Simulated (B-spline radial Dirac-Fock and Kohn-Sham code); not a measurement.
## Auger decay of the 4f7/2 hole in W³⁺

System: W³⁺ in the configuration [Xe] 4f14 5d3, inside a Watson sphere of charge -3 and radius 1.6 Å (a model of the Madelung potential; inside it an electron's potential energy is raised by 27.0 eV).

These are calculated numbers from a radial B-spline solver; the model is a relativistic independent-particle model: LDA orbitals of the hole state, radiative multipoles to third order, Auger rates from the Coulomb interaction with a continuum orbital, Dirac-Fock energies. Kinetic energies are configuration averages from the vacuum level; the two-hole energies are estimated from single-hole states.

```
transition  kinetic energy (eV)  width (meV)  share (%)
   N7-O4O4                11.06        0.264        0.5
   N7-O4O5                11.91         20.5       39.4
   N7-O5O5                12.76         31.2       60.1
```

The listed channels hold 100 % of the non-radiative rate. Summed by principal shells, of 0.0519 eV in all: NOO 100.0 %.
